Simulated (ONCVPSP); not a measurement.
Before and after: ONCV potential for Ni (Z = 28)

nickel, optimised norm-conserving Vanderbilt (ONCV), made with ONCVPSP 4.0.1 (BLYP, scalar-relativistic). Core [Ne] 3s2, reference 3p6 3d8 4s1 4p1. Waves: 4s: rc 2.20 bohr, ncon 4, nbas 8, qcut 2.5 1/bohr, 2 projectors, debl 3 Ha; 3p+4p: rc 1.30 bohr, ncon 5, nbas 9, qcut 13.5 1/bohr, 2 projectors; 3d: rc 0.80 bohr, ncon 3, nbas 7, qcut 14.3 1/bohr, 3 projectors, debl 0.7 Ha. Local part: polynomial inside 0.70 bohr (lpopt 5, dvloc0 4 Ha). Core correction: Teter function fitted to the true core (icmod 2), fcfact 0.7.

All-electron outer shells of the reference configuration (BLYP, scalar-relativistic, ld1.x):

| shell | level (eV) | outermost node (bohr) | outermost maximum (bohr) |
| --- | --- | --- | --- |
| 2p | -846.93 | – | 0.16 |
| 3s | -112.75 | 0.30 | 0.64 |
| 3p | -73.18 | 0.27 | 0.65 |
| 3d | -10.71 | – | 0.63 |
| 4s | -6.86 | 0.92 | 2.18 |
| 4p | -2.05 | 1.00 | 2.98 |

Change: d: rc 0.9.

Cutoffs: the cutoffs (Ha) at which the residual kinetic energy of the hardest occupied pseudo-wave falls to 1 and 0.1 mHa per electron; they do not see the model core or the augmentation charge, which bear on the density cutoff. Errors are all-electron minus pseudo energies relative to the spin-unpolarised reference configuration.

Task: Predict the effect on cutoff, ghosts and configuration errors.

Result: The potential gets softer (100 Ha and 298 Ha → 89 Ha and 102 Ha); both files keep a bound ghost (s); of the 4 tests that both files solve, the error grows in 0 and shrinks in 1 by more than 15 % and 0.3 meV (median size 5.0 → 3.5 meV). A larger radius leaves more room for a smooth pseudo-wave, so fewer plane waves are needed.

| quantity | base | changed |
| --- | --- | --- |
| cutoff, loose | 100 Ha | 89 Ha |
| cutoff, tight | 298 Ha | 102 Ha |
| loose cutoff by channel | s 15 Ha, p 41 Ha, d 100 Ha | s 15 Ha, p 41 Ha, d 89 Ha |
| bound ghosts | s | s |
| GHOST(+) flags under 300 eV | d at 77.0 eV | none |
| error for 3p6 3d8 4s2 4p0, meV [ΔE -4.61 eV] | -4.3 | -4.2 |
| error for 3p6 3d8 4s1 4p0, meV [ΔE 4.73 eV] | +0.3 | +0.3 |
| error for 3p6 3d8 4s0 4p0, meV [ΔE 22.28 eV] | -10 | -9.4 |
| error for 3p6 3d8.5 4s1.5 4p0, meV [ΔE -5.77 eV] | +5.6 | +2.7 |
| s: phases at 2.23 bohr within 0.05 rad from the reference energy up to (Ha; the scan ends near 5) | to the end of the scan | to the end of the scan |
| p: phases at 1.32 bohr within 0.05 rad from the reference energy up to (Ha; the scan ends near 5) | to the end of the scan | to the end of the scan |
| rms error of d²Exc/dni dnj with the model core, mHa | 2.09 | 2.11 |

 A true bound ghost makes a file unfit for plane-wave use even where its test errors are small: the radial tests pick states by their node count and pass the ghost by.
